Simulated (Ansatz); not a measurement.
Ideal-gas functions of BFH4SSi, SMILES `B[SiH](F)S` at 500 K and 1 bar, from an Ansatz frequency run at PBE0-D4/def2-TZVP.

Molar mass 93.99 g/mol, point group C1 (symmetry number 1), electronic degeneracy 1, moments of inertia 63.616, 158.583, 188.608 u Å². Harmonic wavenumbers (cm⁻¹, unscaled): 186, 193, 272, 412, 425, 586, 623, 672, 701, 831, 847, 906, 935, 1096, 2254, 2572, 2677, 2700.

Use S(trans) = R[1.5 ln M + 2.5 ln T − 1.1517]; rotational temperatures θ = 24.2544 K / I; S(rot) = R[ln(√π/σ · √(T³/θAθBθC)) + 1.5]; for each mode x = 1.438777 ν̃/T, S = R[x/(eˣ − 1) − ln(1 − e⁻ˣ)] and H = RT x/(eˣ − 1); 1 cm⁻¹ = 0.0119627 kJ/mol; R = 8.31446 J/(mol·K).

Problem. By hand: the entropy, in J/(mol·K).

Solution. Translation 176.3. Rotation: θ = 0.3813, 0.1529, 0.1286 K, giving 115.1. Vibration, mode by mode: 13.61, 13.31, 10.56, 7.37, 7.14, 4.89, 4.49, 4.02, 3.76, 2.80, 2.70, 2.36, 2.21, 1.53, 0.10, 0.04, 0.03, 0.03, in all 81.0. Electronic 0.0. Sum 372.4 J/(mol·K).

Problem. By hand: H − E and G − E in kJ/mol, counted from the electronic energy.

Solution. Zero-point energy ½ × 18888 × 0.0119627 = 113.0; thermal vibration 23.3; translation, rotation and pV give 4 RT = 16.6. H − E = 152.9 kJ/mol, and G − E = 152.9 − 500 × 372.4/1000 = -33.3 kJ/mol.

Vibration gives 22 % of the entropy. The sum counts one conformer and one mirror image; others add a mixing term.
